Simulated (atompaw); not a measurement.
# Li (Z = 3) PAW (atompaw): all-electron and pseudo phase curves

atompaw 4.2.0.5 input, output lines left out:

```
Li 3
GGA-PBE scalarrelativistic loggrid 1500 logderivrange -6 5 276
2 2 0 0 0 0
2 0 0.5
2 1 0
0 0 0
v
v
v
2
3.00 2.35 2.35 2.65
n
y
0.15
n
y
-0.05
n
custom polynom vanderbiltortho besselshape
3 0 ultrasoft
0.50
3.00
3.00
3.00
3.00
```

The phase is arctan(r·u′/u) with u = r·R(r), unwrapped; energies in Ry, scanned from -6 to 5 Ry. A pole is an energy at which the radial function vanishes at the test radius. The pseudo phase is shifted by a multiple of π to meet the all-electron one at the reference energy, and phase errors are pseudo minus all-electron; the curves can meet again beyond the range given. Levels narrower than the energy grid can be missing from the lists of poles. n/a: not evaluated, since a narrow level or a reset projector energy made the automatic matching unsafe.

| channel | radius (bohr) | reference energy (Ry) | poles, all-electron | poles, pseudo | unbroken range about the reference energy with phases within 0.05 rad | phase error 1 Ry above the reference energy (rad) |
| --- | --- | --- | --- | --- | --- | --- |
| s | 3.00 | -0.39 | 0.74 | 0.70, 4.81 | n/a | n/a |
| p | 3.00 | -0.25 | 0.68, 4.42 | 0.68, 4.92 | below 1.9 | +0.000 |
| d | 3.00 | -0.05 | 2.48 | 2.60 | below 3.7 | +0.026 |

Phases in the d channel:

```tsv
E (Ry)	all-electron	pseudo
-6.00	1.436	1.436
-5.52	1.430	1.431
-5.04	1.424	1.424
-4.56	1.417	1.417
-4.08	1.408	1.409
-3.60	1.398	1.399
-3.12	1.386	1.387
-2.64	1.372	1.372
-2.16	1.353	1.353
-1.68	1.328	1.328
-1.20	1.292	1.292
-0.72	1.237	1.237
-0.24	1.139	1.139
0.24	0.913	0.913
0.72	0.137	0.152
1.20	-1.008	-0.985
1.68	-1.367	-1.350
2.16	-1.510	-1.492
2.64	-1.597	-1.577
3.12	-1.673	-1.645
3.60	-1.768	-1.724
4.08	-1.953	-1.859
4.56	-2.694	-2.332
```
